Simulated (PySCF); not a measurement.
## How methods differ on the ionisation energy of Pm⁺

Pm⁺ [Xe] 4f5 6s1 (high-spin determinant) → Pm²⁺ [Xe] 4f5 (high-spin determinant), as a difference of total energies. Computed with PySCF 2.14 in x2c-TZVPPall, with the spin-free X2C one-electron Hamiltonian (Gaussian nucleus). Correlated levels: valence: [Kr] 4d10 frozen; valence and next inner shell: [Ar] 3d10 frozen. The calculations carry no spin-orbit coupling.

```json
{"method": "UHF", "ionisation energy (eV)": "10.180", "difference from reference (eV)": "-0.758"}
{"method": "LDA", "ionisation energy (eV)": "11.342", "difference from reference (eV)": "+0.404"}
{"method": "PBE", "ionisation energy (eV)": "11.160", "difference from reference (eV)": "+0.222"}
{"method": "PBE0", "ionisation energy (eV)": "10.965", "difference from reference (eV)": "+0.027"}
{"method": "r2SCAN", "ionisation energy (eV)": "10.909", "difference from reference (eV)": "-0.029"}
{"method": "MP2 (valence)", "ionisation energy (eV)": "10.907", "difference from reference (eV)": "-0.031"}
{"method": "SCS-MP2 (valence)", "ionisation energy (eV)": "10.713", "difference from reference (eV)": "-0.225"}
{"method": "MP2 (valence and next inner shell)", "ionisation energy (eV)": "10.977", "difference from reference (eV)": "+0.039"}
{"method": "SCS-MP2 (valence and next inner shell)", "ionisation energy (eV)": "10.780", "difference from reference (eV)": "-0.158"}
```

Reference: 10.938 ± 0.02 eV (semi-empirical (NIST evaluation); NIST Atomic Spectra Database, ionization energies).

Errors of the correlated levels include the incompleteness of this basis and the frozen core.

The determinant of Pm²⁺ and of Pm⁺ mixes LS terms, which raises its energy above the lowest term, most at the Hartree-Fock and MP2 levels.
